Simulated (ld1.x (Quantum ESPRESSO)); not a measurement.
## Dy (Z = 66): PAW pseudisation with PBE, scalar-relativistic reference atom.

Dy (Z = 66), PAW, made with ld1.x (Quantum ESPRESSO) 7.5 (PBE, scalar-relativistic). Core [Kr] 4d10, reference 4f10 5s2 5p6 5d0 6s1 6p0 (charge +1). Waves: 5s (bound): rcut 2.30, rcutus 2.55 bohr; 6s (bound): rcut 2.30, rcutus 2.55 bohr; 5p (bound): rcut 2.25, rcutus 2.40 bohr; 6p (bound, empty): rcut 2.25, rcutus 2.40 bohr; 5d (bound, empty): rcut 2.80, rcutus 3.10 bohr; 5d channel at 0.8 Ry: rcut 2.80, rcutus 3.10 bohr; 4f (bound): rcut 0.55, rcutus 0.70 bohr; 4f channel at 0.15 Ry: rcut 0.55, rcutus 0.70 bohr. Local part: all-electron potential smoothed inside 2.75 bohr (lloc = -1). Core correction: a·sin(br)/r model core inside 0.60 bohr. Augmentation charge: BESSEL, radius 0.60 bohr.

All-electron outer shells of the reference configuration (PBE, scalar-relativistic, ld1.x):

```csv
shell,level (eV),outermost node (bohr),outermost maximum (bohr)
4p,-298.01,0.28,0.51
4d,-159.43,0.26,0.53
5s,-55.41,0.63,1.16
5p,-31.83,0.67,1.33
4f,-9.54,–,0.54
6s,-8.85,1.57,3.23
5d,-6.86,0.76,2.01
6p,-5.43,1.89,4.20
```

What the tests gave:

```json
{
  "Configuration tests": "test run stopped at test 5 of 7 (negative rho), 2 before it not solved; not counted: 4f10 5s2 5p6 5d0 6s0 6p0 (solver errors, printed error -3613 eV); 4f9 5s2 5p6 5d0 6s0 6p0 (solver errors, printed error -3588 eV)",
  "Lowest eigenvalue of the overlap operator": "-0.01 (s channel); it is negative, so in a basis up to 400 Ry S is not positive definite and the file is unfit for use"
}
```

The ghost test of this file was not conclusive. Its overlap operator is not positive definite in a basis up to 400 Ry (lowest eigenvalue s -0.01), so the file is unfit for use: the generalised eigenproblem breaks down once the basis is large enough, and its test numbers describe a broken file.

Generation and tests took about 3.4 s on one core of a shared server CPU.
